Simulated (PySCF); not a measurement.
# Static response to an electric field

C6H5F3O.
Structure used (PBE0-D3(BJ)/def2-SVP), in Å, numbered top down from 1:
```
atom  x, y, z in Å
C1     2.5481   -0.4146    0.0599
C2     1.6322    0.5394    0.2704
C3     0.1699    0.4571    0.1546
C4    -0.5775    1.5505    0.4175
C5    -0.4813   -0.8218   -0.2422
O6     0.1057   -1.8529   -0.4424
C7    -2.0267   -0.8519   -0.4186
F8    -2.4250    0.0364   -1.3330
F9    -2.4150   -2.0488   -0.8094
F10   -2.6478   -0.5642    0.7300
H11    2.2784   -1.4265   -0.2399
H12    3.6072   -0.1797    0.1915
H13    1.9820    1.5343    0.5697
H14   -0.0927    2.4839    0.7157
H15   -1.6649    1.5627    0.3537
```

Level: wB97X-D/def2-SVPD (PySCF), static field, nuclei fixed, core orbitals frozen in the response. The polarisability tensor in these axes (au):

```
x    95.43 -13.06  -0.69
y   -13.06  89.41   9.31
z    -0.69   9.31  55.35
```

Task: What are the eigenvalues, a third of the trace, and Δα (Δα² = ½Σ(αi − αj)² over the three pairs)?

Result: Principal values 52.80, 80.75 and 106.63 au; mean 80.06 au = 11.86 Å³ = 13.20 × 10⁻⁴⁰ C²·m²/J; Δα = 46.63 au (58 % of the mean).

Task: What is the dipole moment, and where does it point?

Result: (0.94, 2.88, 0.85) D, 3.14 D in size, pointing from the negative to the positive side. Measured along this direction, the outermost atoms are F9 at the negative end and H14 at the positive end.

Task: Find the Langevin capture rate constant for NH4+ (18.034 u) meeting this molecule (150.029 u), k = 2.342 × 10⁻⁹ cm³/s × √(α in Å³ / reduced mass in u).

Result: The reduced mass is 16.10 u, so k = 2.01 × 10⁻⁹ cm³/s. The formula leaves out the permanent dipole, which adds to the capture rate.

Task: Estimate the molar refractivity from the static electronic polarisability.

Result: Lorentz–Lorenz: R = (4π/3)N_A α = 2.5225 cm³/(mol·Å³) × 11.86 Å³ = 29.9 cm³/mol, in the limit of long wavelengths.

Task: What would n − 1 = 2πNα be for an ideal gas of these molecules at 273.15 K and 1 atm, electronic part alone?

Result: N = p/kT = 2.6868 × 10¹⁹ cm⁻³, so n − 1 = 2π × N × 11.86 × 10⁻²⁴ cm³ = 2003 × 10⁻⁶ at long wavelengths, for an ideal gas.

Task: Traceless (Buckingham) quadrupole moment about the centre of nuclear charge: eigenvalues?

Result: -4.23, 0.43, 3.80 D·Å. The values depend on the origin, since the dipole doesn't vanish. The electronic extent ⟨r²⟩ about the same centre is 1428 bohr², a root-mean-square distance of 2.29 Å for the 76 electrons.

Task: What depolarisation ratio follows for Rayleigh scattering of linearly polarised light, taking the static tensor?

Result: ρ = 3Δα²/(45ᾱ² + 4Δα²) = 6522.7/(288453 + 8696.9) = 0.022.

One conformer (not necessarily the lowest) at the PBE0-D3(BJ)/def2-SVP geometry, without solvent, vibrations or thermal averaging.
